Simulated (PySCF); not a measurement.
Work out the structure from these simulated measurements.

Formula: C8H20Si.

- UV, first state: lowest singlet excitation: 6.85 eV (181 nm, f = 0.008) [TDDFT PBE0/def2-SVPD]
- Polarisability: 124.3 au [PBE0/def2-SVPD]
- 13C NMR: chemical shifts (computed TMS as zero) by class: 18.4 (4 C), 13.6 (2 C), -9.2 (2 C) ppm [GIAO PBE0/pcSseg-1]
- 1H NMR: chemical shifts (computed TMS as zero) by class: 0.93 (12 H), 0.58 (2 H), -0.10 (6 H) ppm [GIAO PBE0/pcSseg-1]
- Rotational structure: rotational constants A, B, C: 1.628, 0.960, 0.844 GHz [PBE0-D3(BJ)/def2-SVP]
- UV, strongest line: among the 10 lowest singlet transitions: S6 at 7.72 eV (161 nm, f = 0.031) [TDDFT PBE0/def2-SVPD]
- Dipole: 0.06 D [PBE0/def2-SVPD]
- NMR, other nuclei: isotropic shieldings of nuclei other than C and H, by class: 344 (1 Si) ppm [GIAO PBE0/pcSseg-1]
- XPS: Si2p3/2 105.3, C1s 289.6 (×2), C1s 289.7 (×2), C1s 290.3 (×4), Si1s 1845.1 eV [ΔSCF SCAN, pcX-2 on the ionised atom, pcseg-1 elsewhere, spin-free X2C, 2p3/2 from a spin–orbit splitting computed afterwards within the 2p shell]

Electronic properties: PySCF, gas phase, density fitting. Levels stand in brackets. Isolated species at its PBE0-D3(BJ)/def2-SVP geometry (one conformer only). NMR values are class means; diastereotopic atoms form classes of their own.

Question: What is the compound? Reason from the data.

Answer: 8 carbons fall into 3 classes; from least to most shielded: carbon bonded to C and 3 H (18.4 ppm, 4 C), carbon bonded to 2 C, Si and H (13.6 ppm, 2 C), carbon bonded to Si and 3 H (-9.2 ppm, 2 C). Hydrogen classes from least to most shielded: 12 H on 4 like atoms (carbon bonded to C and 3 H) (0.93 ppm), 2 H on 2 like atoms (carbon bonded to 2 C, Si and H) (0.58 ppm), 6 H on 2 like atoms (carbon bonded to Si and 3 H) (-0.10 ppm). The other shieldings belong to: 344 ppm, silicon bonded to 4 C. The core levels belong to: Si2p3/2 105.3 eV, silicon bonded to 4 C; C1s 289.6 eV, carbon bonded to 2 C, Si and H; C1s 289.7 eV, carbon bonded to Si and 3 H; C1s 290.3 eV, carbon bonded to C and 3 H; Si1s 1845.1 eV, silicon bonded to 4 C. One atom of each topological class was ionised and stands for its class. The optimised geometry has point group C2 and is an asymmetric top. Structure: `CC(C)[Si](C)(C)C(C)C` (Si(iPr)2Me2). Computed isomers that give other values at the same levels: `CC[Si](CC)(CC)CC` (13C chemical shifts (computed TMS as zero) by class: 8.6 (4 C), 2.9 (4 C) ppm). The assignments are read from this structure; whether some other isomer fits the data as well wasn't checked.
